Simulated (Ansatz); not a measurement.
Geometry optimisation, RKS PBE0-D4/def2-SVP (Ansatz 0.2.0).

input.yaml

```yaml
crystal:
  periodic: [false, false, false]
  atoms:
    - { symbol: Sn, position_ang: [-0.83201, 0.058175, 2.216916] }
    - { symbol: O, position_ang: [-0.293117, 0.484692, -1.052595] }
    - { symbol: C, position_ang: [0.676978, -0.265274, -1.72458] }
    - { symbol: O, position_ang: [0.38619, 1.39405, 1.821667] }
    - { symbol: H, position_ang: [0.152246, 1.053588, -0.404075] }
    - { symbol: H, position_ang: [-0.386388, -1.573475, 2.530557] }
    - { symbol: H, position_ang: [-2.522162, 0.318921, 2.386311] }
    - { symbol: H, position_ang: [1.324339, -0.838995, -1.033448] }
    - { symbol: H, position_ang: [1.333257, 0.356108, -2.365365] }
    - { symbol: H, position_ang: [0.160666, -0.987691, -2.375288] }
basis:
  gaussian: { orbitals: def2-SVP }
hamiltonian:
  xc: pbe0
  dispersion: d4
relax:
  f_tol: 0.03
  max_steps: 50
```

Launched with:

```bash
$ ansatz run input.yaml --threads 2 --pin off --max-ram 3072MiB --backend cpu --events-out ev --progress --plain --runs-dir out
```

Question: Where does it end, and by what steps?

Answer: It converged. After 33 steps the energy has fallen by 2.274 eV; H5 moved furthest, 2.25 Å. Parted: O2–H5. Joined: Sn1–O2, O4–H5.

```
step  energy less start (eV)  largest force component (eV/Å)  accepted
   0                  0.0000                           0.380       yes
   2                 -0.3181                           0.588       yes
   4                 -0.4673                           0.372       yes
   6                 -0.4968                           0.166       yes
   8                 -0.5039                           0.094       yes
  10                 -0.5396                           0.520       yes
  12                 -0.9840                           1.552       yes
  14                 -1.7823                           2.149       yes
  16                 -2.1354                           0.586       yes
  18                 -2.0084                           2.671        no
  20                 -2.2225                           0.463       yes
  22                 -2.2568                           0.071       yes
  24                 -2.2642                           0.040       yes
  26                 -2.2695                           0.092       yes
  28                 -2.2711                           0.068       yes
  30                 -2.2729                           0.034       yes
  32                 -2.2735                           0.038       yes
  33                 -2.2736                           0.010       yes
```

```xyz
10
Properties=species:S:1:pos:R:3
Sn -0.769 0.008 1.119
O -0.659 0.080 -0.861
C 0.438 -0.459 -1.540
O 0.750 1.060 1.842
H 0.724 1.983 1.565
H -0.458 -1.574 1.677
H -2.273 0.738 1.460
H 1.386 0.066 -1.312
H 0.262 -0.366 -2.626
H 0.598 -1.535 -1.326
```

Whether the end is a true minimum wasn't checked by a vibrational analysis.

Time of the run: 2.9 min on 2 threads of Arm Neoverse N1, on a shared host, peak memory 0.22 GiB.
